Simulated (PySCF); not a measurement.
SMILES CB([SiH](F)F)C (CAM-B3LYP/def2-SVP optimised geometry):

```
13

Si     0.583    -1.587     0.000
F      2.206    -1.587     0.000
F      0.138    -2.361    -1.355
B     -0.125     0.306     0.000
C     -1.486     0.611    -0.701
C      0.696     1.418     0.728
H      0.158    -2.443     1.139
H     -2.206    -0.220    -0.732
H     -1.199     0.789    -1.759
H     -1.982     1.530    -0.354
H      0.457     2.443     0.406
H      1.785     1.263     0.726
H      0.383     1.345     1.790
```

Method: CAM-B3LYP/def2-TZVP run with PySCF.

Problem. What are the frontier orbital energies and the dipole moment?

Solution. HOMO-2 -12.16 eV, HOMO-1 -10.92 eV, HOMO -9.33 eV, LUMO -0.73 eV, LUMO+1 1.41 eV; dipole moment 2.84 D.

On the same geometry PBE/def2-TZVP (PySCF 2.14.0) gives HOMO-2 -8.99 eV, HOMO-1 -8.04 eV, HOMO -6.61 eV, LUMO -2.82 eV, LUMO+1 -0.35 eV; dipole moment 2.76 D.

Meta-Löwdin charges at CAM-B3LYP/def2-TZVP: Si1 1.21, F2 -0.51, F3 -0.51, B4 0.04, C5 -0.44, C6 -0.44, H7 -0.13, H8 0.12, H9 0.15, H10 0.12, H11 0.12, H12 0.13, H13 0.14.
